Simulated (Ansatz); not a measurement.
Basis-set extrapolation for `[NH2][Al]1[CH2][CH2]1` (PBE0-D4/def2-TZVP geometry, frozen core, the Gaussian-basis code of Ansatz). Multiplicity 1, RHF reference.

|  | def2-TZVPP | def2-QZVPP |
| --- | --- | --- |
| HF | -375.626593 | -375.640147 |
| MP2 correlation | -0.635337 | -0.677745 |
| CCSD(T) correlation | -0.695763 | not run |

Energies in hartree. Use E(X) = E(∞) + A·exp(−7.88·√X) for Hartree–Fock and E(X) = E(∞) + B·X^(−2.97) for correlation, with X = 3 and 4, and add CCSD(T) minus MP2 of the smaller set to the MP2 limit.

What is the CCSD(T) energy at the basis-set limit?

HF limit: -375.640147 + (-0.013554) × 0.13774 = -375.64201. MP2 limit: -0.677745 + (-0.042408) × 0.74074 = -0.70916. Higher-order term: -0.695763 − (-0.635337) = -0.06043. Total: -376.41160 hartree, 56.0 kcal/mol below CCSD(T)/def2-TZVPP.
